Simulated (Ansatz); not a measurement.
Basis-set series for CH7BSSi (`CSB[SiH3]`). Charge 0, multiplicity 1. The geometry is a stationary point of PBE0-D4/def2-TZVP. It is one conformer, not always the lowest.

| functional | basis | functions | energy (Eh) | HOMO (eV) | LUMO (eV) |
| --- | --- | --- | --- | --- | --- |
| PBE0-D4 | def2-SVP | 99 | -754.24496 | -7.98 | -1.43 |
| PBE0-D4 | def2-TZVPP | 244 | -754.55671 | -7.99 | -1.54 |
| ωB97M-V | def2-SVP | 99 | -754.48645 | -10.10 | 0.61 |
| ωB97M-V | def2-TZVPP | 244 | -754.80415 | -10.15 | 0.41 |

Problem. Give the rows for def2-QZVPP. (Estimate.)

Solution. Computed: 
```csv
functional,basis,functions,energy (Eh),HOMO (eV),LUMO (eV)
PBE0-D4,def2-QZVPP,464,-754.58246,-8.00,-1.57
ωB97M-V,def2-QZVPP,464,-754.82853,-10.16,0.35
```

Positive LUMOs are unbound and depend on the basis.
